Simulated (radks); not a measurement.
Results of a calculation; reference values are marked as such.
Species: Sr+. Configuration: [Kr] 4d0.5 5s0.5 (fractional occupations, a model configuration). Level of theory: Dirac Kohn-Sham, PBEsol, spin-unpolarised, spherical densities, finite nucleus; open shells are shared between the two j in proportion to 2j + 1; Fermi nuclear charge, rms radius 4.224 fm (a radial shooting solver on a logarithmic mesh with Libxc functionals).

Spin-orbit splittings of the eigenvalues, e(l+1/2) - e(l-1/2), with zeta = 2 splitting/(2l+1) and mean radii in bohr:

| shell | occ. | splitting (eV) | zeta (eV) | <r> j=l-1/2 | <r> j=l+1/2 |
|---|---|---|---|---|---|
| 2p | 6 | 68.34 | 45.56 | 0.1475 | 0.1517 |
| 3p | 6 | 10.48 | 6.990 | 0.4916 | 0.5021 |
| 3d | 10 | 1.830 | 0.7322 | 0.4963 | 0.4999 |
| 4p | 6 | ? | ? | 1.546 | 1.580 |
| 4d | 0.5 | 0.06132 | 0.02453 | 2.883 | 2.909 |

Estimate the 4p splitting.

Answer. 1.162 eV (zeta = 0.7746 eV).
